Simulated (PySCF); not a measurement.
Protons, H atoms and electrons added to or taken from c1cc[nH]c1. Gas-phase values, no solvent. Strings in code marks are SMILES.

All values below come from PBE-D3(BJ)/def2-TZVP // CAM-B3LYP-D3(BJ)/def2-TZVP in PySCF. 

```
species                                  dipole moment (D)  highest occupied spin orbital (eV)
---------------------------------------  -----------------  ----------------------------------
proton added at N4 (`C1=C[NH2+]C=C1`)                    –                                   –
H atom removed from C1 (`c1c[nH]c[c]1`)               2.59                               -5.24
H atom removed from C3 (`[c]1ccc[nH]1`)               1.78                               -5.13
H atom removed from N4 (`C1=C[N]C=C1`)                 ___                               -6.04
```

**Question.** What belongs in the gaps?

**Answer.** 
- H atom removed from N4 (`C1=C[N]C=C1`), dipole moment (D): 1.95
